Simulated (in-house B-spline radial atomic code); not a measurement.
Inner levels of palladium as electrons are removed. A shift is the extra binding of the orbital against the neutral atom ([Kr] 4d10). The density at the nucleus is averaged over the nuclear charge. Computed with a radial B-spline atomic code at the basis-set limit: Dirac-Hartree-Fock, average of the configuration, finite nuclei.

```json
{"ion": "Pd", "configuration": "[Kr] 4d10", "shift of 3s1/2 (eV)": "0", "shift of 2p1/2 (eV)": "0", "shift of 3d3/2 (eV)": "0", "radius of 3s1/2 (bohr)": "0.37689", "radius of 2p1/2 (bohr)": "0.11723", "radius of 3d3/2 (bohr)": "0.35439", "Σ<r²> (bohr²)": "42.982", "change of density at nucleus (bohr⁻³)": "-"}
{"ion": "Pd+", "configuration": "[Kr] 4d9", "shift of 3s1/2 (eV)": "12.029", "shift of 2p1/2 (eV)": "11.969", "shift of 3d3/2 (eV)": "11.999", "radius of 3s1/2 (bohr)": "0.37689", "radius of 2p1/2 (bohr)": "0.11723", "radius of 3d3/2 (bohr)": "0.35464", "Σ<r²> (bohr²)": "35.238", "change of density at nucleus (bohr⁻³)": "1.775"}
{"ion": "Pd2+", "configuration": "[Kr] 4d8", "shift of 3s1/2 (eV)": "26.552", "shift of 2p1/2 (eV)": "26.502", "shift of 3d3/2 (eV)": "26.483", "radius of 3s1/2 (bohr)": "0.37687", "radius of 2p1/2 (bohr)": "0.11723", "radius of 3d3/2 (bohr)": "0.35465", "Σ<r²> (bohr²)": "30.06", "change of density at nucleus (bohr⁻³)": "5.578"}
{"ion": "Pd3+", "configuration": "[Kr] 4d7", "shift of 3s1/2 (eV)": "43.066", "shift of 2p1/2 (eV)": "43.122", "shift of 3d3/2 (eV)": "42.952", "radius of 3s1/2 (bohr)": "0.37683", "radius of 2p1/2 (bohr)": "0.11723", "radius of 3d3/2 (bohr)": "0.35462", "Σ<r²> (bohr²)": "26.11", "change of density at nucleus (bohr⁻³)": "11.349"}
{"ion": "Pd4+", "configuration": "[Kr] 4d6", "shift of 3s1/2 (eV)": "61.294", "shift of 2p1/2 (eV)": "61.572", "shift of 3d3/2 (eV)": "61.13", "radius of 3s1/2 (bohr)": "0.37676", "radius of 2p1/2 (bohr)": "0.11723", "radius of 3d3/2 (bohr)": "0.35454", "Σ<r²> (bohr²)": "22.897", "change of density at nucleus (bohr⁻³)": "18.997"}
{"ion": "Pd5+", "configuration": "[Kr] 4d5", "shift of 3s1/2 (eV)": "81.059", "shift of 2p1/2 (eV)": "81.692", "shift of 3d3/2 (eV)": "80.843", "radius of 3s1/2 (bohr)": "0.37666", "radius of 2p1/2 (bohr)": "0.11723", "radius of 3d3/2 (bohr)": "0.3544", "Σ<r²> (bohr²)": "20.179", "change of density at nucleus (bohr⁻³)": "28.436"}
{"ion": "Pd6+", "configuration": "[Kr] 4d4", "shift of 3s1/2 (eV)": "?", "shift of 2p1/2 (eV)": "?", "shift of 3d3/2 (eV)": "?", "radius of 3s1/2 (bohr)": "?", "radius of 2p1/2 (bohr)": "?", "radius of 3d3/2 (bohr)": "?", "Σ<r²> (bohr²)": "?", "change of density at nucleus (bohr⁻³)": "?"}
{"ion": "Pd7+", "configuration": "[Kr] 4d3", "shift of 3s1/2 (eV)": "124.75", "shift of 2p1/2 (eV)": "126.54", "shift of 3d3/2 (eV)": "124.43", "radius of 3s1/2 (bohr)": "0.37635", "radius of 2p1/2 (bohr)": "0.11722", "radius of 3d3/2 (bohr)": "0.35392", "Σ<r²> (bohr²)": "15.744", "change of density at nucleus (bohr⁻³)": "52.403"}
{"ion": "Pd8+", "configuration": "[Kr] 4d2", "shift of 3s1/2 (eV)": "148.52", "shift of 2p1/2 (eV)": "151.14", "shift of 3d3/2 (eV)": "148.16", "radius of 3s1/2 (bohr)": "0.37614", "radius of 2p1/2 (bohr)": "0.11721", "radius of 3d3/2 (bohr)": "0.35357", "Σ<r²> (bohr²)": "13.885", "change of density at nucleus (bohr⁻³)": "66.82"}
{"ion": "Pd9+", "configuration": "[Kr] 4d1", "shift of 3s1/2 (eV)": "173.5", "shift of 2p1/2 (eV)": "177.14", "shift of 3d3/2 (eV)": "173.09", "radius of 3s1/2 (bohr)": "0.37589", "radius of 2p1/2 (bohr)": "0.1172", "radius of 3d3/2 (bohr)": "0.35315", "Σ<r²> (bohr²)": "12.208", "change of density at nucleus (bohr⁻³)": "82.807"}
{"ion": "Pd10+", "configuration": "[Ar] 3d10 4s2 4p6", "shift of 3s1/2 (eV)": "199.65", "shift of 2p1/2 (eV)": "204.48", "shift of 3d3/2 (eV)": "199.21", "radius of 3s1/2 (bohr)": "0.3756", "radius of 2p1/2 (bohr)": "0.1172", "radius of 3d3/2 (bohr)": "0.35265", "Σ<r²> (bohr²)": "10.684", "change of density at nucleus (bohr⁻³)": "100.33"}
{"ion": "Pd11+", "configuration": "[Ar] 3d10 4s2 4p5", "shift of 3s1/2 (eV)": "228.69", "shift of 2p1/2 (eV)": "235.34", "shift of 3d3/2 (eV)": "228.47", "radius of 3s1/2 (bohr)": "0.37526", "radius of 2p1/2 (bohr)": "0.11719", "radius of 3d3/2 (bohr)": "0.35192", "Σ<r²> (bohr²)": "9.4845", "change of density at nucleus (bohr⁻³)": "123.66"}
{"ion": "Pd12+", "configuration": "[Ar] 3d10 4s2 4p4", "shift of 3s1/2 (eV)": "?", "shift of 2p1/2 (eV)": "?", "shift of 3d3/2 (eV)": "?", "radius of 3s1/2 (bohr)": "?", "radius of 2p1/2 (bohr)": "?", "radius of 3d3/2 (bohr)": "?", "Σ<r²> (bohr²)": "?", "change of density at nucleus (bohr⁻³)": "?"}
{"ion": "Pd13+", "configuration": "[Ar] 3d10 4s2 4p3", "shift of 3s1/2 (eV)": "289.22", "shift of 2p1/2 (eV)": "300.07", "shift of 3d3/2 (eV)": "289.5", "radius of 3s1/2 (bohr)": "0.37449", "radius of 2p1/2 (bohr)": "0.11716", "radius of 3d3/2 (bohr)": "0.3503", "Σ<r²> (bohr²)": "7.2905", "change of density at nucleus (bohr⁻³)": "173.66"}
{"ion": "Pd14+", "configuration": "[Ar] 3d10 4s2 4p2", "shift of 3s1/2 (eV)": "320.66", "shift of 2p1/2 (eV)": "333.9", "shift of 3d3/2 (eV)": "321.23", "radius of 3s1/2 (bohr)": "0.37407", "radius of 2p1/2 (bohr)": "0.11714", "radius of 3d3/2 (bohr)": "0.34941", "Σ<r²> (bohr²)": "6.2837", "change of density at nucleus (bohr⁻³)": "200.33"}
{"ion": "Pd15+", "configuration": "[Ar] 3d10 4s2 4p1", "shift of 3s1/2 (eV)": "352.87", "shift of 2p1/2 (eV)": "368.7", "shift of 3d3/2 (eV)": "353.77", "radius of 3s1/2 (bohr)": "0.37361", "radius of 2p1/2 (bohr)": "0.11712", "radius of 3d3/2 (bohr)": "0.34848", "Σ<r²> (bohr²)": "5.3302", "change of density at nucleus (bohr⁻³)": "228.11"}
{"ion": "Pd16+", "configuration": "[Ar] 3d10 4s2", "shift of 3s1/2 (eV)": "385.84", "shift of 2p1/2 (eV)": "404.46", "shift of 3d3/2 (eV)": "387.08", "radius of 3s1/2 (bohr)": "0.37312", "radius of 2p1/2 (bohr)": "0.11711", "radius of 3d3/2 (bohr)": "0.34751", "Σ<r²> (bohr²)": "4.4256", "change of density at nucleus (bohr⁻³)": "257"}
{"ion": "Pd17+", "configuration": "[Ar] 3d10 4s1", "shift of 3s1/2 (eV)": "419.58", "shift of 2p1/2 (eV)": "441.79", "shift of 3d3/2 (eV)": "422.01", "radius of 3s1/2 (bohr)": "0.37326", "radius of 2p1/2 (bohr)": "0.11709", "radius of 3d3/2 (bohr)": "0.34646", "Σ<r²> (bohr²)": "3.6215", "change of density at nucleus (bohr⁻³)": "-21.069"}
{"ion": "Pd18+", "configuration": "[Ar] 3d10", "shift of 3s1/2 (eV)": "453.96", "shift of 2p1/2 (eV)": "479.99", "shift of 3d3/2 (eV)": "457.64", "radius of 3s1/2 (bohr)": "0.37293", "radius of 2p1/2 (bohr)": "0.11706", "radius of 3d3/2 (bohr)": "0.34538", "Σ<r²> (bohr²)": "2.8533", "change of density at nucleus (bohr⁻³)": "-317.33"}
{"ion": "Pd19+", "configuration": "[Ar] 3d9", "shift of 3s1/2 (eV)": "512.51", "shift of 2p1/2 (eV)": "554.33", "shift of 3d3/2 (eV)": "520.08", "radius of 3s1/2 (bohr)": "0.36989", "radius of 2p1/2 (bohr)": "0.11698", "radius of 3d3/2 (bohr)": "0.33975", "Σ<r²> (bohr²)": "2.6402", "change of density at nucleus (bohr⁻³)": "-257.6"}
{"ion": "Pd20+", "configuration": "[Ar] 3d8", "shift of 3s1/2 (eV)": "572.31", "shift of 2p1/2 (eV)": "630.95", "shift of 3d3/2 (eV)": "584.16", "radius of 3s1/2 (bohr)": "0.36685", "radius of 2p1/2 (bohr)": "0.11688", "radius of 3d3/2 (bohr)": "0.33435", "Σ<r²> (bohr²)": "2.4401", "change of density at nucleus (bohr⁻³)": "-194.87"}
{"ion": "Pd21+", "configuration": "[Ar] 3d7", "shift of 3s1/2 (eV)": "?", "shift of 2p1/2 (eV)": "?", "shift of 3d3/2 (eV)": "?", "radius of 3s1/2 (bohr)": "?", "radius of 2p1/2 (bohr)": "?", "radius of 3d3/2 (bohr)": "?", "Σ<r²> (bohr²)": "?", "change of density at nucleus (bohr⁻³)": "?"}
{"ion": "Pd22+", "configuration": "[Ar] 3d6", "shift of 3s1/2 (eV)": "695.67", "shift of 2p1/2 (eV)": "790.93", "shift of 3d3/2 (eV)": "717.17", "radius of 3s1/2 (bohr)": "0.36081", "radius of 2p1/2 (bohr)": "0.11666", "radius of 3d3/2 (bohr)": "0.32414", "Σ<r²> (bohr²)": "2.0746", "change of density at nucleus (bohr⁻³)": "-60.424"}
{"ion": "Pd23+", "configuration": "[Ar] 3d5", "shift of 3s1/2 (eV)": "759.18", "shift of 2p1/2 (eV)": "874.26", "shift of 3d3/2 (eV)": "786.09", "radius of 3s1/2 (bohr)": "0.35781", "radius of 2p1/2 (bohr)": "0.11654", "radius of 3d3/2 (bohr)": "0.31932", "Σ<r²> (bohr²)": "1.9073", "change of density at nucleus (bohr⁻³)": "11.3"}
```

Fill in the row of Pd6+.

shift of 3s1/2 (eV): 102.24; shift of 2p1/2 (eV): 103.37; shift of 3d3/2 (eV): 101.97; radius of 3s1/2 (bohr): 0.37652; radius of 2p1/2 (bohr): 0.11722; radius of 3d3/2 (bohr): 0.35419; Σ<r²> (bohr²): 17.823; change of density at nucleus (bohr⁻³): 39.592.

Fill in the row of Pd12+.

shift of 3s1/2 (eV): 258.56; shift of 2p1/2 (eV): 267.21; shift of 3d3/2 (eV): 258.57; radius of 3s1/2 (bohr): 0.37489; radius of 2p1/2 (bohr): 0.11717; radius of 3d3/2 (bohr): 0.35113; Σ<r²> (bohr²): 8.3556; change of density at nucleus (bohr⁻³): 148.1.

Fill in the row of Pd21+.

shift of 3s1/2 (eV): 633.37; shift of 2p1/2 (eV): 709.82; shift of 3d3/2 (eV): 649.86; radius of 3s1/2 (bohr): 0.36382; radius of 2p1/2 (bohr): 0.11677; radius of 3d3/2 (bohr): 0.32915; Σ<r²> (bohr²): 2.2519; change of density at nucleus (bohr⁻³): -129.15.
